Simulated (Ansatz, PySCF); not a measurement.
Gas-phase reaction in SMILES: F[SiH2][SiH3] -> [SiH2][SiH3] + F atom (the F-Si bond at the site shown breaks; other sites are not compared here)
Structures are relaxed separately at B3LYP-D3(BJ)/def2-TZVP in Ansatz (an electronic-structure program).

Property: bond dissociation energy (enthalpy at 298 K, with B3LYP-D3(BJ) rigid-rotor harmonic-oscillator terms from PySCF), in eV. Correlated levels leave the core frozen unless marked. Open shells are spin-unrestricted. No spin-orbit coupling. Non-relativistic. CBS(X,Y): correlation extrapolated as X^-3; Hartree-Fock from the larger set. The bracket is a focal-point correction in the basis named.

Level to compare with: RI-MP2/CBS(cc-pV(T+d)Z,cc-pV(Q+d)Z)+[CCSD(T)-MP2]/cc-pV(T+d)Z (Ansatz), 6.40 eV. It is a level with limits of its own, and the differences hold the functionals' basis error too.

Question: Rank these functionals by how close they come to RI-MP2/CBS(cc-pV(T+d)Z,cc-pV(Q+d)Z)+[CCSD(T)-MP2]/cc-pV(T+d)Z, closest first: PBE/def2-TZVPD (Ansatz); r2SCANh/def2-TZVPD (Ansatz); wB97X-V/def2-TZVPD (Ansatz).

Answer: wB97X-V/def2-TZVPD (range-separated hybrid with VV10, 6.31 eV, difference -0.09), PBE/def2-TZVPD (GGA, 6.23 eV, difference -0.17), r2SCANh/def2-TZVPD (hybrid meta-GGA, 6.05 eV, difference -0.35)
